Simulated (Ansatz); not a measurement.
C2H5O (SMILES [CH2]OC) moved off its minimum; all values from Ansatz (a quantum-chemistry and plane-wave program), cores frozen in correlated methods. Open shells are unrestricted.
(charge 0, multiplicity 2)
```xyz
8

C      1.23200    -0.14154     0.10168
O      0.01911     0.12666     0.72488
C     -1.04583     0.19132    -0.28007
H      1.29093    -0.10739    -1.06275
H      2.00707    -0.06603     0.78040
H     -1.15031     0.80988    -0.95921
H     -1.21264    -0.90134    -0.91439
H     -1.93505     0.23702     0.30234
```

```tsv
level	largest force (eV/Å)	on atom	rms difference from CCSD(T)/cc-pVTZ (eV/Å)	dipole (D)
HF/def2-TZVPP	12.45	C3	0.395	1.57
PBE/def2-TZVPP	11.52	C3	0.147	1.37
r2SCAN/def2-TZVPP	11.62	C3	0.051	1.38
B3LYP/def2-TZVPP	11.56	C3	0.105	1.44
wB97M-V/def2-TZVPP	11.68	C3	0.114	1.46
MP2/cc-pVTZ	11.88	C3	0.089	1.43
CCSD(T)/cc-pVTZ	11.72	C3	0.000	1.41
```

The differences count from one level among others, with limits of its own. Forces at CCSD(T)/cc-pVTZ (eV/Å):

```
atom      Fx       Fy      Fz
----  ------  -------  ------
C1    -1.987    0.045  -2.472
O2    -0.226    0.383  -2.968
C3    -0.353  -10.130   5.893
H4     0.009    0.011   2.481
H5     1.739    0.092   0.831
H6     0.692    6.970  -6.267
H7     0.920    2.575   1.882
H8    -0.794    0.054   0.619
```
